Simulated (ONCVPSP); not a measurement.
# What one change does to a pseudopotential (F (Z = 9), ONCV)

* Element: F (Z = 9)
* Generator: ONCVPSP 4.0.1
* Type: optimised norm-conserving Vanderbilt (ONCV)
* Functional: PBEsol
* Relativity: scalar-relativistic
* Frozen core: none
* Valence charge: 9
* Reference configuration: 1s2 2s2 2p5
* Partial waves: 1s+2s: rc 0.40 bohr, ncon 4, nbas 7, qcut 23.8 1/bohr, 3 projectors, debl 1.2 Ha; 2p: rc 1.40 bohr, ncon 3, nbas 7, qcut 10.6 1/bohr, 2 projectors, debl 1.1 Ha
* Local potential: polynomial inside 0.30 bohr (lpopt 5, dvloc0 0 Ha)
* Core correction: none

Change: functional PBE.

Cutoffs: the cutoffs (Ha) at which the residual kinetic energy of the hardest occupied pseudo-wave falls to 1 and 0.1 mHa per electron; they do not see the model core or the augmentation charge, which bear on the density cutoff. Errors are all-electron minus pseudo energies relative to the spin-unpolarised reference configuration.

Problem. What does the change do?

Solution. The potential gets neither clearly harder nor softer (684 Ha and 904 Ha → 684 Ha and 904 Ha); the errors of the 3 common tests hardly move; the range in which the s phases agree widens (upper end 1.9 → at the end of the scan); neither file shows a bound ghost.

| quantity | base | changed |
| --- | --- | --- |
| cutoff, loose | 684 Ha | 684 Ha |
| cutoff, tight | 904 Ha | 904 Ha |
| loose cutoff by channel | s 684 Ha, p 37 Ha | s 684 Ha, p 37 Ha |
| bound ghosts | none | none |
| GHOST(+) flags under 300 eV | s at 96.3 eV | s at 96.4 eV |
| tests with a reliable result | 3 of 4 | 3 of 4 |
| error for 1s2 2s2 2p4, meV [ΔE 19.32 → 19.39 eV] | +29 | +28 |
| error for 1s2 2s2 2p3, meV [ΔE 57.59 → 57.77 eV] | +230 | +229 |
| error for 1s2 2s2 2p2, meV [ΔE 118.08 → 118.41 eV] | +871 | +873 |
| s: phases at 0.41 bohr within 0.05 rad from the reference energy up to (Ha; the scan ends near 5) | 1.9 | to the end of the scan |
| p: phases at 1.42 bohr within 0.05 rad from the reference energy up to (Ha; the scan ends near 5) | 2.7 | 2.7 |
